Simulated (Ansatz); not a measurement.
Reaction (homolysis of the Si–Si bond): `F[SiH]([SiH3])S` → `F[SiH]S`• + `[SiH3]`•

Calculated with Ansatz (gas phase, PBE0-D4/def2-TZVP geometries, no zero-point term in ΔE). CBS: MP2 limit from def2 TZ/QZ plus the TZ coupled-cluster correction, frozen cores. This one scheme is used for every species. DFT in def2-TZVPP. B3LYP here is the variant with VWN-RPA as its local correlation; programs differ in this. HSE06 is defined as in plane-wave codes. Open shells (•) are unrestricted, without spin–orbit coupling. One conformer a species, not always the lowest.

```
             level  ΔE (kJ/mol)  difference from CCSD(T)/CBS
            PBE-D4        315.6                        -20.6
         revPBE-D4        306.2                        -30.0
           BLYP-D4        305.7                        -30.5
         r2SCAN-D4        306.2                        -30.0
            B97M-V        328.1                         -8.1
          B3LYP-D4        315.0                        -21.2
        r2SCANh-D4        306.9                        -29.3
        r2SCAN0-D4        308.0                        -28.2
          HSE06-D4        319.9                        -16.3
          BHLYP-D4        320.6                        -15.6
      CAM-B3LYP-D4        319.1                        -17.1
           ωB97X-V        338.9                          2.7
           ωB97M-V        335.3                         -0.9
            B2PLYP        313.2                        -23.0
          PBE-QIDH        324.5                        -11.7
               PBE        307.3                        -28.9
              BLYP        289.2                        -47.0
            r2SCAN        304.0                        -32.2
              PBE0        312.6                        -23.6
             B3LYP        301.6                        -34.6
           r2SCANh        304.4                        -31.8
           r2SCAN0        305.3                        -30.9
             HSE06        312.8                        -23.4
             BHLYP        308.2                        -28.0
         CAM-B3LYP        311.1                        -25.1
           LC-ωPBE        314.4                        -21.8
RPA@PBE/def2-TZVPP        308.1                        -28.1
       HF/def2-SVP        242.3                        -93.9
     CCSD/def2-SVP        305.3                        -30.9
  CCSD(T)/def2-SVP        309.5                        -26.7
     HF/def2-TZVPP        239.9                        -96.3
SCS-MP2/def2-TZVPP        327.0                         -9.2
   CCSD/def2-TZVPP        318.1                        -18.1
CCSD(T)/def2-TZVPP        324.0                        -12.2
     HF/def2-QZVPP        238.9                        -97.3
    MP2/def2-QZVPP        331.1                         -5.1
SCS-MP2/def2-QZVPP        334.7                         -1.5
      HF/CBS(def2)        238.7                        -97.5
     MP2/CBS(def2)        336.6                          0.4
    CCSD/CBS(def2)        330.3                         -5.9
       CCSD(T)/CBS        336.2                            0
```

Largest T1 diagnostic among the species: 0.015.

At CCSD(T), def2-SVP lies −26.7 kJ/mol from the extrapolated value and def2-TZVPP −12.1 kJ/mol: correlation converges slowly with the basis, and small sets miss more of it in the bonded molecule than in its fragments. The D4 term adds +13.4 kJ/mol with B3LYP and +7.4 kJ/mol with PBE0; it sums over pairs of atoms, weighted by their polarisabilities, and B3LYP, whose exchange is more repulsive, gets the larger term.
